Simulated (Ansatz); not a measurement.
Pulling on the Ge1–Br3 bond in BrFGe (SMILES [F][Ge][Br]) (multiplicity 1 held, fragments rigid). Energies count from the point at 2.367 Å.
Geometry at that point (charge 0, multiplicity 1):
```xyz
3

Ge     0.540    -0.456     0.812
F      1.491    -1.328    -0.388
Br    -0.877     0.758    -0.643
```

Signs of static correlation in cc-pVTZ, with CASSCF(6,4), from Ansatz (a first-principles code) runs.

```csv
R (Å),T1 of restricted CCSD,⟨S²⟩ of UHF,largest double amplitude of restricted CCSD,weight of the CASSCF reference in MRCISD,CASSCF natural occupations
1.894,0.014,0.000,0.083,0.895,2.00 2.00 1.94 0.06
2.130,0.015,0.000,0.076,0.893,2.00 2.00 1.94 0.06
2.367,0.016,0.000,0.061,0.892,2.00 2.00 1.94 0.06
2.604,0.017,0.000,0.059,0.888,2.00 1.99 1.97 0.03
2.840,0.019,0.000,0.064,0.888,2.00 1.99 1.96 0.05
3.195,0.022,0.000,0.094,0.888,2.00 1.99 1.93 0.08
3.550,0.029,0.655,0.130,0.888,2.00 1.99 1.87 0.13
4.142,0.051,0.958,0.202,0.889,2.00 2.00 1.63 0.38
4.734,?,1.012,?,0.890,2.00 2.00 1.31 0.69
5.444,0.165,1.026,0.813,0.890,2.00 2.00 1.12 0.88
6.391,0.212,1.026,1.256,0.890,2.00 2.00 1.03 0.97
7.574,0.213,1.026,1.359,0.890,2.00 2.00 1.00 1.00
```

### Question
Fill in the missing entries.

### Answer

- 4.734, T1 of restricted CCSD: 0.096
- 4.734, largest double amplitude of restricted CCSD: 0.388

Doubts at one or more of the structures used: active orbitals that take no part (SC-NEVPT2 on CASSCF(6,4)/cc-pVTZ); a restricted determinant that unrestricted orbitals would lower (R-CCSD(T)/cc-pVTZ); T1 above 0.05 (R-CCSD(T)/cc-pVTZ, U-CCSD(T)/cc-pVTZ); other coupled-cluster roots lie near (R-CCSD(T)/cc-pVTZ); a spin-contaminated determinant (U-CCSD(T)/cc-pVTZ).
